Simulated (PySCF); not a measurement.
Species: C6H11O2 (doublet state).
Geometry (GFN2-xTB, Å), atoms numbered from 1 in this order:
```
atom  x, y, z in Å
C1     2.486    0.945    0.373
C2     1.574    0.365   -0.711
C3     0.353   -0.284   -0.128
C4     0.535   -1.594    0.574
C5    -0.840    0.321   -0.207
O6    -1.961   -0.203    0.344
C7    -3.172    0.313    0.015
O8    -4.178    0.037    0.898
H9     2.845    0.161    1.033
H10    3.347    1.431   -0.080
H11    1.946    1.678    0.967
H12    1.275    1.167   -1.390
H13    2.135   -0.375   -1.287
H14   -0.429   -2.042    0.798
H15    1.110   -2.280   -0.048
H16    1.077   -1.459    1.510
H17   -0.968    1.264   -0.727
H18   -3.226    1.303   -0.416
H19   -3.918   -0.737    1.413
```

The hyperfine couplings belong to this conformer and change with its torsions.

The species is `C(/O[CH]O)=C(/C)CC` [radical].

Computed, not measured: UKS B3LYP, pcH-1 on C H O, non-relativistic, mean-field spin-orbit, GIAO (PySCF). The structure is a single GFN2-xTB conformer in the gas phase; no vibrational or solvent corrections. The geometry wasn't refined by DFT: couplings that depend on bond lengths, twists or pyramidal angles can differ widely from those at the functional's own minimum. Stability of the SCF solution: not tested.

Q: What is the g tensor, term by term?

A: 
```json
{"Δg (ppm)": "relativistic mass correction", "1": "-224", "2": "-224", "3": "-224"}
{"Δg (ppm)": "gauge correction", "1": "-7", "2": "26", "3": "14"}
{"Δg (ppm)": "orbital Zeeman/spin–orbit", "1": "-60", "2": "1289", "3": "1805"}
{"Δg (ppm)": "total", "1": "-290", "2": "1090", "3": "1595"}
```

So g = 2.00203, 2.00341, 2.00391 and g_iso = 2.00312; the tensor is rhombic: the two nearest values differ by 27 % of g3 − g1. Axes: g3 points within 15° of the O8–H19 bond.

Q: What effective moment and Curie constant follow for a powder?

A: With the mean of g² = 4.0125 and S(S+1) = 0.75: μ_eff = √(⟨g²⟩S(S+1)) = 1.735 μB and χT = 0.12505·⟨g²⟩·S(S+1) = 0.376 cm³ K/mol (cgs; spin-Hamiltonian part alone).

Q: What are the electron Larmor frequencies g μB B/h along the three axes at 1200 mT?

A: 33.6251, 33.6483, 33.6567 GHz for g1, g2 and g3, a range of 31.7 MHz.

Q: How much does each term add to the isotropic shift?

A: The orbital-Zeeman/spin–orbit term 1011, the mass correction -224 and the gauge correction 11 ppm, for a total of 798 ppm. The orbital-Zeeman/spin–orbit term is the largest in size. The mass correction is the same along every axis, so the anisotropy comes from the other two: their spans along these axes are 32 (gauge) and 1864 ppm (orbital Zeeman/spin–orbit).

Q: In a frozen sample, at which fields do the three g values resonate at 9.5, 34, 94 and 263 GHz (hyperfine left aside), and which band first spreads them over more than twice a line width of 1.0 mT?

A: 
```tsv
band	GHz	B(g3) mT	B(g2) mT	B(g1) mT	spread mT
X	9.5	338.71	338.80	339.03	0.32
Q	34.0	1212.24	1212.54	1213.38	1.14
W	94.0	3351.48	3352.33	3354.64	3.16
J	263.0	9377.03	9379.39	9385.86	8.83
```

The spread grows in proportion to the frequency. W band is the first where it exceeds 2.0 mT.

The Mulliken spin populations are largest on C7 (+0.81), O8 (+0.11), O6 (+0.06) and C3 (+0.06). No atom but C7 exceeds +0.15. The angles at C7 add up to 348.2°, so it is slightly pyramidal.

The HOMO–LUMO gaps are 4.73 eV among the α and 5.72 eV among the β orbitals.
